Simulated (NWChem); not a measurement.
System: SiH3O4, doublet; SMILES [O][Si](O)(O)O

Here is an NWChem input.

```
start job
memory heap 200 mb stack 900 mb global 1100 mb
geometry units angstroms noautoz
  O     -0.292097     1.018634    -1.339171
  Si    -0.025738    -0.004313    -0.049289
  O     -1.355243    -0.954231     0.112129
  O      1.258730    -1.023992    -0.153536
  O      0.273535     1.064587     1.175534
  H     -1.164827    -1.877530     0.333269
  H      2.134985    -0.615780    -0.117072
  H     -0.404847     1.740258     1.321976
end
basis spherical
  * library 3-21g
end
dft
  odft
  mult 2
  xc pbe0
  iterations 150
  mulliken
end
task dft energy
```

The radical's symmetric form is orbitally degenerate, so geometry and low modes hang on which distorted state is reached. All runs use the structure optimised with B3LYP/6-31G* (spherical d), spin-unrestricted. No stability test was run on the SCF state.

Q: What results follow from this input? (PBE0/3-21G, spin-unrestricted.) Quantities: basis functions; energy (Ha); highest occupied level (eV); lowest empty minus highest occupied level, either spin (eV); dipole (D); <S²>.

A: 
| Quantity | Value |
|---|---|
| number of basis functions | 55 |
| energy (Ha) | -588.62 |
| highest occupied level (eV) | -8.43 |
| lowest empty minus highest occupied level, either spin (eV) | 4.41 |
| dipole (D) | 1.67 |
| <S²> | 0.752 |
